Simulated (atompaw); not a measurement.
**An all-electron radial function and its pseudo partner (cadmium)**

Columns: radius, all-electron u(r) and pseudo u(r) of the 4p shell (level -66.89 eV) of cadmium in the configuration [Ar] 3d10 4s2 4p6 4d10 5s2 5p0; PBEsol, scalar-relativistic, PAW (atompaw) scheme, atompaw 4.2.0.5.

```csv
r (bohr),all-electron,pseudo
0.090,0.3519,0.0225
0.181,-0.3640,0.0888
0.271,-0.6363,0.1908
0.362,-0.3601,0.3202
0.452,0.1192,0.4617
0.542,0.5698,0.6031
0.633,0.9004,0.7328
0.723,1.0898,0.8367
0.813,1.1643,0.9084
0.904,1.1550,0.9439
0.994,1.0923,0.9422
1.085,0.9987,0.9067
1.175,0.8928,0.8448
1.265,0.7846,0.7645
1.356,0.6797,0.6739
1.446,0.5839,0.5832
1.537,0.4969,0.4971
1.627,0.4211,0.4211
1.717,0.3551,0.3551
1.808,0.2977,0.2977
1.898,0.2493,0.2493
1.988,0.2082,0.2082
2.079,0.1732,0.1732
2.169,0.1441,0.1441
2.260,0.1194,0.1194
2.350,0.0991,0.0991
```

Task: How many radial nodes do the two functions have?

Result: The all-electron 4p function has n − l − 1 = 2; the pseudo-wave has 0, since the states of the same l below it are removed with the core.

Task: At about which radius was the pseudo-wave matched?

Result: 1.65 bohr. The columns agree to 0.0005 from 1.54 bohr on; several derivatives are matched, so the curves merge somewhat inside the radius.

Task: Where does each function peak?

Result: Outermost all-electron maximum near 0.81 bohr, pseudo maximum near 0.90 bohr (to the table’s step).

Task: Is the pseudo-wave norm-conserving?

Result: No, it belongs to a PAW set: the norm inside the radius is not constrained, and the difference is carried by the augmentation charge.
